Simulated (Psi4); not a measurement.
C₄H₉O, doublet, geometry from GFN2-xTB; CCSD(T)/STO-3G (Psi4).

Input for Psi4:
```
memory 2 GB

molecule {
0 2
  C     2.34449256   -0.09813638   -0.00073337
  C     0.88937594   -0.48778015   -0.21704361
  C    -0.04543918    0.71839659   -0.09204646
  C    -1.50354472    0.27416734   -0.25316904
  O    -2.00858632   -0.48751152    0.68447693
  H     2.65776752    0.64052160   -0.73593568
  H     2.48402591    0.32489821    0.99135532
  H     2.98696168   -0.97020344   -0.09670548
  H     0.58443175   -1.23051715    0.52249205
  H     0.77427526   -0.93476375   -1.20784599
  H     0.08186284    1.16614618    0.89499254
  H     0.19852652    1.46432205   -0.85103369
  H    -2.14713345    1.18699457   -0.35187235
  H    -1.66133505   -0.18719037   -1.26330719
}

set basis sto-3g
set reference uhf
set cc_type df
set mp2_type df
set scf_type df

energy('ccsd(t)')
print_variables()
```

Question: What does Psi4 print? Leave out banner, timings and long lists.

Answer: 
```
Traceback (most recent call last):
  File "psi4", line 375, in <module>
  File "<string>", line 38, in <module>
  File "site-packages/psi4/driver/driver.py", line 461, in energy
  File "site-packages/psi4/driver/task_planner.py", line 255, in task_planner
  File "site-packages/psi4/driver/driver_util.py", line 222, in negotiate_derivative_type
  File "site-packages/psi4/driver/driver_util.py", line 344, in highest_analytic_derivative_available

psi4.driver.p4util.exceptions.MissingMethodError: Method=ccsd(t) is not available for any derivative level under conditions CC_TYPE=DF, REFERENCE=UHF, FREEZE_CORE=FALSE, QC_MODULE=(auto). See https://psicode.org/psi4manual/master/introduction.html#ss-ccsd-prt-pr. Or did you mean? ccsd(at) a-ccsd(t) ccsd(t)_l bccd(t) qcisd(t)

Printing out the relevant lines from the Psithon --> Python processed input file:
    core.set_global_option("BASIS", "sto-3g")
    core.set_global_option("REFERENCE", "uhf")
    core.set_global_option("CC_TYPE", "df")
    core.set_global_option("MP2_TYPE", "df")
    core.set_global_option("SCF_TYPE", "df")
--> energy('ccsd(t)')
    print_variables()

!----------------------------------------------------------------------------------!
!                                                                                  !
!  Method=ccsd(t) is not available for any derivative level under conditions       !
!     CC_TYPE=DF, REFERENCE=UHF, FREEZE_CORE=FALSE, QC_MODULE=(auto). See          !
!     https://psicode.org/psi4manual/master/introduction.html#ss-ccsd-prt-pr. Or   !
!     did you mean? ccsd(at) a-ccsd(t) ccsd(t)_l bccd(t) qcisd(t)                  !
!                                                                                  !
!----------------------------------------------------------------------------------!
```

The program refused the input.
